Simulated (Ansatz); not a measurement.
`NC(O)O[SiH3]` → `NC(O)O` + `[SiH2]`  (silylene loss)

Isolated molecules relaxed with PBE0-D4/def2-TZVP in Ansatz; ΔE leaves out vibrations. CBS: MP2 limit from def2 TZ/QZ plus the TZ coupled-cluster correction, frozen cores. This one scheme is used for every species. DFT in def2-TZVPP. Each species was taken in one conformer, which may not be the lowest.

CCSD(T)/CBS gives +76.0 kcal/mol.

(1) Another level gave +73.9 kcal/mol. Which?
A. CCSD/def2-TZVPP
B. PBE/def2-TZVPP
C. ωB97X-V/def2-TZVPP
D. HF/def2-TZVPP

Largest T1 diagnostic among the species: 0.014.

Results:

(1) A. CCSD/def2-TZVPP 73.9, ωB97X-V 78.5, PBE 72.1, HF/def2-TZVPP 75.0 kcal/mol.

The D4 term adds +3.1 kcal/mol with B3LYP and +1.7 kcal/mol with PBE0; it sums over pairs of atoms, weighted by their polarisabilities, and B3LYP, whose exchange is more repulsive, gets the larger term. From PBE to PBE0 (25 % exact exchange), in def2-TZVPP and without D4, ΔE moves by +3.0 kcal/mol.

B3LYP here is the variant with VWN-RPA as its local correlation; programs differ in this.
